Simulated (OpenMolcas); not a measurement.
Ni7+: effect of the active space

```yaml
Program: OpenMolcas
Method: XMS-CASPT2, IPEA 0.25 Eh, imaginary shift 0.1 Eh
Basis: ANO-RCC-VTZP
Scalar_Hamiltonian: DKH2, point nucleus
Spin-orbit_coupling: state interaction with AMFI integrals over the reference wave functions, term energies averaged over their components
```

A. 3 electrons in 5 orbitals (3d); 2S+1 = 4 even, 10 roots; 2S+1 = 2 even, 40 roots; closed shells correlated: 3s 3p; CASPT2 step about 9 core-seconds
B. 3 electrons in 10 orbitals (3d 4d); 2S+1 = 4 even, 10 roots; 2S+1 = 2 even, 40 roots; closed shells correlated: 3s 3p; CASPT2 step roughly 5 core-minutes

Energies in cm-1 above 3d3 4F 3/2, the measured ground level; measured values from Corliss and Sugar, J. Phys. Chem. Ref. Data 10, 197 (1981).

```tsv
Level	A	B	Measured
3d3 4F 3/2	0.0	0.0	0.0
3d3 4F 5/2	987	990	1012
3d3 4F 7/2	2290	2300	2184
3d3 4F 9/2	3850	3860	3721
3d3 4P 1/2	24350	24260	23261
3d3 4P 3/2	24610	24530	23710
3d3 4P 5/2	25910	25850	24669
3d3 2G 7/2	27240	27270	
3d3 2G 9/2	28460	28510	
3d3 2P 3/2 [52 %]	34090	34200	
3d3 2P 1/2	34640	34700	
3d3 2H 9/2	37540	37490	
3d3 2D 5/2(1)	37990	38230	
3d3 2D 3/2(1) [56 %]	38340	38490	
3d3 2H 11/2	38370	38360	
3d3 2F 7/2	60000	59850	
3d3 2F 5/2	60520	60360	
3d3 2D 5/2(2)	92800	92580	
3d3 2D 3/2(2)	93400	93130
```

Deviations, from unrounded energies. A percentage is the sum of absolute deviations over the sum of measured energies, with the sign that they share, or ± where signs differ.

| Against measurement | Levels | A | B |
| --- | --- | --- | --- |
| mean absolute deviation (cm-1) | 6 | 580 | 550 |
| fine structure of the ground term (%) | 3 | ±3.8 | ±4.0 |
| other terms of the ground configuration (%) | 3 | +4.5 | +4.2 |

B lies closest to measurement on these levels. The largest miss of B in the table is 3d3 4P 5/2, by +1200 cm-1. The ranking rests on the paired levels alone, and a cruder setting can come out closer through cancelling errors.

The two smallest mean deviations differ by little beside CASPT2's spread within terms, so their order carries little weight.

Between A and B the level of the table that moves most is 3d3 2D 3/2(2), by 280 cm-1 (lowest in B, highest in A). Moves below CASPT2's spread within the term are not significant.

Term energies are means over components that CASPT2 splits; among the terms shown or strongly mixed into the levels shown the widest spread is 1500 cm-1 (3d3 4F, A). The CASPT2 spread within a term exceeds the gap to the next term for 3d3 2D(1) and 3d3 2H, so the order of their levels is uncertain. Active for correlation alone: 4d; no level in the range computed is led by a configuration that fills it, so any true level of that kind is missing (holds for B). Measured partners are found by configuration, term and J. A level has none where our copy of the source lacks it or the pairing is in doubt (some pairs that miss far off the trend of their configuration count as doubtful), and it then counts in no deviation. Levels of configurations outside the active space are missing.

A share in square brackets marks a mixed level and gives the weight of the term that names it, the lowest over the columns. A number in round brackets counts repeated terms of one configuration in the order of the reference energies.
